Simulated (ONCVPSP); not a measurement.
**Configuration tests for Sn (Z = 50) (ONCV)**

tin (Sn), optimised norm-conserving Vanderbilt (ONCV), made with ONCVPSP 4.0.1 (LDA (Perdew-Zunger), scalar-relativistic). Core [Kr], reference 4d10 5s2 5p2. Waves: 5s: rc 1.85 bohr, ncon 3, nbas 7, qcut 3.5 1/bohr, 2 projectors, debl 1.6 Ha; 5p: rc 2.10 bohr, ncon 4, nbas 9, qcut 4.1 1/bohr, 2 projectors, debl 2.8 Ha; 4d: rc 1.70 bohr, ncon 4, nbas 8, qcut 10.2 1/bohr, 1 projector. Local part: polynomial inside 1.30 bohr (lpopt 5, dvloc0 0 Ha). Core correction: none.

Energies are relative to the spin-unpolarised reference configuration 4d10 5s2 5p2; without spin polarisation the order of configurations can differ from experiment.

(1) Give the all-electron excitation energy and the error of the potential for: 4d10 5s2 5p1; 4d10 5s2 5p0; 4d10 5s1 5p0; 4d9 5s2 5p3.

Levels in the configuration 4d10 5s2 5p0:

```
level  all-electron (eV)  pseudo (eV)
   4d            -43.385      -43.277
   5s            -26.534      -26.527
```

Note: ghosts flagged at negative energy: s at -74.1 eV; GHOST(+) flagged for p at 64.8 eV. A true bound ghost makes a file unfit for plane-wave use.

Results:

(1)

```tsv
valence configuration	charge	ΔE all-electron (eV)	error AE − PS (meV)
4d10 5s2 5p1	+1	7.098	-1.5
4d10 5s2 5p0	+2	21.362	-4.4
4d10 5s1 5p0	+3	52.813	+5.6
4d9 5s2 5p3	0	24.348	-192
```
